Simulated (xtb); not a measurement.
xtb input:

```bash
xtb mol.xyz --gfn 2 --sp --chrg 0 --uhf 0
```
mol.xyz:
```
2

K     -0.00000000    -0.00000000    -2.37561158
Au     0.00000000     0.00000000     0.57134962
```

Q: Predict the final energy.

A: -4.07843 Eh (GFN2-xTB).
